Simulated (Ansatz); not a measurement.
Ansatz (a quantum-chemistry and plane-wave program) input (CAM-B3LYP/def2-TZVPD):

Ansatz 0.2 input:
```yaml
crystal:
  periodic: [false, false, false]
  atoms:
    - {symbol: Si, position_ang: [-0.21240705, 0.33147892, -0.17258884]}
    - {symbol: C, position_ang: [1.45444967, 0.01627001, -0.97308253]}
    - {symbol: C, position_ang: [-1.24052296, -1.23310667, -0.05593668]}
    - {symbol: F, position_ang: [0.07090265, 0.83317002, 1.34332383]}
    - {symbol: H, position_ang: [2.00167414, -0.74104582, -0.40258816]}
    - {symbol: H, position_ang: [1.32489862, -0.34808220, -1.99412074]}
    - {symbol: H, position_ang: [2.05923133, 0.92299950, -1.00694183]}
    - {symbol: H, position_ang: [-1.44373842, -1.63160935, -1.05190562]}
    - {symbol: H, position_ang: [-2.19376592, -1.04867008, 0.44042678]}
    - {symbol: H, position_ang: [-0.69628524, -1.99180714, 0.51557413]}
basis:
  gaussian:
    orbitals: def2-TZVPD
hamiltonian:
  xc: {name: CAM-B3LYP}
magnetization: {spin_polarized: true, initial_magnetization: 1}
output: {forces: true}
```

Output:

```
Functional definition: CAM-B3LYP
integrals: 0.15 GiB planned
1135 factors; their error is unknown
integrals: 0.19 GiB planned
496 factors; integrals over basis functions are off by at most 3.4e-5 eV
mean field: 1.92 GiB planned
mean field evaluation 1: about -12759.7426 eV, gradient 4.6e1 eV
mean field evaluation 2: about -12760.4095 eV, gradient 4.5e1 eV
mean field evaluation 4: about -12768.0650 eV, gradient 2.0e0 eV
mean field evaluation 8: about -12768.0833 eV, gradient 9.1e-2 eV
mean field evaluation 16: about -12768.0724 eV, gradient 1.5e-4 eV
mean field -12768.07243833 eV, -469.2180075982 hartree, gradient 5.4e-5 eV, S^2 0.751458; 0 other end points of the search recorded, 0 dependent functions left out
the calculation of the forces begins
reference -12768.07258255 eV, -469.2180128984 hartree; 21, 20 occupied and 190, 191 virtual orbitals, 1135 factors
Total energy: -12768.07258255 eV, -469.2180128984 hartree
Atom 0 at    -0.212407     0.331479    -0.172589 Å, force     0.108957    -0.142834     0.125587 eV/Å
Atom 1 at     1.454450     0.016270    -0.973083 Å, force    -0.103871     0.029285     0.067609 eV/Å
Atom 2 at    -1.240523    -1.233107    -0.055937 Å, force     0.066416     0.108229     0.009657 eV/Å
Atom 3 at     0.070903     0.833170     1.343324 Å, force    -0.037547    -0.065723    -0.199861 eV/Å
Atom 4 at     2.001674    -0.741046    -0.402588 Å, force    -0.028498     0.035344    -0.024482 eV/Å
Atom 5 at     1.324899    -0.348082    -1.994121 Å, force     0.003553     0.015370     0.034364 eV/Å
Atom 6 at     2.059231     0.922999    -1.006942 Å, force    -0.023664    -0.029856    -0.000613 eV/Å
Atom 7 at    -1.443738    -1.631609    -1.051906 Å, force     0.005080     0.016078     0.033844 eV/Å
Atom 8 at    -2.193766    -1.048670     0.440427 Å, force     0.032390    -0.003870    -0.019689 eV/Å
Atom 9 at    -0.696285    -1.991807     0.515574 Å, force    -0.022815     0.037978    -0.026416 eV/Å
Dipole moment:     0.020376    -0.264147    -0.299958 e Å
```

It need not be the lowest isomer of its formula.
